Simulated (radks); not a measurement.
Nb3+, configuration [Ar] 3d10 4s1 4p6 4d2 5s1 (not the ground configuration). Calculated with a radial shooting solver on a logarithmic mesh with Libxc functionals: scalar-relativistic Kohn-Sham, LDA (Slater exchange, Perdew-Wang correlation), spin-polarised, spherical densities, point nucleus; open shells are filled with parallel spins first (spin-orbit coupling, left out, can overturn this in heavy ions).

Local quantities along the radius. ELF = 1/(1 + alpha^2) is the electron localisation function; alpha = (tau - tau_W)/tau_unif compares the Pauli kinetic energy density with that of the uniform gas (summed over spins); r v_xc is r times the local exchange-correlation potential of spin up (hartree bohr); s = |grad rho|/(2 (3 pi^2)^(1/3) rho^(4/3)) is the reduced gradient; -r V(r) is the screened charge that the Kohn-Sham potential of spin up presents (atomic units). tau is taken from the large components.

| r (bohr) | ELF | alpha | r v_xc | s | -r V(r) |
|---|---|---|---|---|---|
| 0.002828 | 0.999 | 0.02295 | -0.1013 | 0.5116 | 40.47 |
| 0.003266 | 0.999 | 0.02385 | -0.1151 | 0.5002 | 40.39 |
| 0.003742 | 0.999 | 0.02496 | -0.1296 | 0.4923 | 40.30 |
| 0.004322 | 0.999 | 0.02647 | -0.1467 | 0.4867 | 40.19 |
| 0.004951 | 0.999 | 0.02830 | -0.1646 | 0.4840 | 40.07 |
| 0.005718 | 0.999 | 0.03077 | -0.1853 | 0.4839 | 39.93 |
| 0.006551 | 0.999 | 0.03377 | -0.2067 | 0.4864 | 39.77 |
| 0.007566 | 0.999 | 0.03788 | -0.2312 | 0.4919 | 39.59 |
| 0.008668 | 0.998 | 0.04298 | -0.2560 | 0.4999 | 39.38 |
| 0.01001 | 0.997 | 0.05016 | -0.2839 | 0.5116 | 39.14 |
| 0.01147 | 0.996 | 0.05936 | -0.3115 | 0.5261 | 38.87 |
| 0.01324 | 0.995 | 0.07285 | -0.3414 | 0.5453 | 38.56 |
| 0.01517 | 0.992 | 0.09091 | -0.3700 | 0.5675 | 38.22 |
| 0.01752 | 0.986 | 0.1188 | -0.3998 | 0.5956 | 37.82 |
| 0.02008 | 0.976 | 0.1580 | -0.4267 | 0.6263 | 37.39 |
| 0.02319 | 0.953 | 0.2217 | -0.4529 | 0.6622 | 36.89 |
| 0.02678 | 0.906 | 0.3220 | -0.4762 | 0.6988 | 36.33 |
| 0.03068 | 0.820 | 0.4691 | -0.4950 | 0.7280 | 35.74 |
| 0.03543 | 0.670 | 0.7020 | -0.5121 | 0.7412 | 35.05 |
| 0.04059 | 0.502 | 0.9967 | -0.5274 | 0.7201 | 34.34 |
| 0.04688 | 0.364 | 1.321 | -0.5464 | 0.6456 | 33.51 |
| 0.05371 | 0.309 | 1.495 | -0.5712 | 0.5299 | 32.65 |
| 0.06203 | 0.334 | 1.412 | -0.6091 | 0.3988 | 31.67 |
| 0.07107 | 0.430 | 1.151 | -0.6564 | 0.3144 | 30.66 |
| 0.08207 | 0.576 | 0.8582 | -0.7145 | 0.2882 | 29.52 |
| 0.09403 | 0.695 | 0.6632 | -0.7703 | 0.3135 | 28.36 |
| 0.1086 | 0.762 | 0.5584 | -0.8217 | 0.3738 | 27.05 |
| 0.1244 | 0.767 | 0.5509 | -0.8562 | 0.4480 | 25.75 |
| 0.1437 | 0.698 | 0.6582 | -0.8742 | 0.5288 | 24.31 |
| 0.1646 | 0.545 | 0.9143 | -0.8764 | 0.5787 | 22.90 |
| 0.1901 | 0.358 | 1.340 | -0.8764 | 0.5483 | 21.35 |
| 0.2178 | 0.281 | 1.601 | -0.8944 | 0.4151 | 19.85 |
| 0.2515 | 0.344 | 1.381 | -0.9482 | 0.2604 | 18.25 |
| 0.2882 | 0.513 | 0.9743 | -1.024 | 0.2109 | 16.73 |
| 0.3328 | 0.684 | 0.6803 | -1.104 | 0.2565 | 15.14 |
| 0.3813 | 0.764 | 0.5560 | -1.154 | 0.3491 | 13.70 |
| 0.4404 | 0.773 | 0.5420 | -1.163 | 0.4773 | 12.28 |
| 0.5086 | 0.699 | 0.6557 | -1.123 | 0.6302 | 10.99 |
| 0.5827 | 0.515 | 0.9697 | -1.054 | 0.7726 | 9.890 |
| 0.6729 | 0.274 | 1.630 | -0.9818 | 0.8162 | 8.849 |
| 0.7709 | 0.193 | 2.046 | -0.9577 | 0.6419 | 7.981 |
| 0.8903 | 0.308 | 1.501 | -0.9923 | 0.4172 | 7.176 |
| 1.02 | 0.555 | 0.8955 | -1.046 | 0.3891 | 6.499 |
| 1.178 | 0.704 | 0.6478 | -1.081 | 0.5011 | 5.856 |
| 1.35 | 0.698 | 0.6583 | -1.076 | 0.6641 | 5.327 |
| 1.559 | 0.583 | 0.8463 | -1.032 | 0.8653 | 4.861 |
| 1.786 | 0.424 | 1.166 | -0.9691 | 1.057 | 4.509 |
| 2.062 | 0.308 | 1.498 | -0.8971 | 1.220 | 4.224 |
| 2.363 | 0.297 | 1.539 | -0.8329 | 1.341 | 4.024 |
| 2.729 | 0.373 | 1.298 | -0.7636 | 1.558 | 3.862 |
| 3.126 | 0.475 | 1.051 | -0.6854 | 2.002 | 3.732 |
| 3.611 | 0.544 | 0.9158 | -0.5816 | 2.912 | 3.599 |
| 4.137 | 0.533 | 0.9367 | -0.4673 | 4.500 | 3.473 |
| 4.777 | 0.422 | 1.169 | -0.3418 | 7.738 | 3.343 |
| 5.473 | 0.243 | 1.766 | -0.2329 | 14.06 | 3.233 |
| 6.321 | 0.078 | 3.433 | -0.1394 | 29.36 | 3.139 |
| 7.242 | 0.015 | 8.106 | -0.07630 | 65.95 | 3.076 |

On this mesh the ELF has minima near r = 0.054, 0.22, 0.77, 2.4 bohr, which separate the shells, and maxima near 0.12 (0.77), 0.44 (0.77), 1.2 (0.70), 3.6 (0.54).
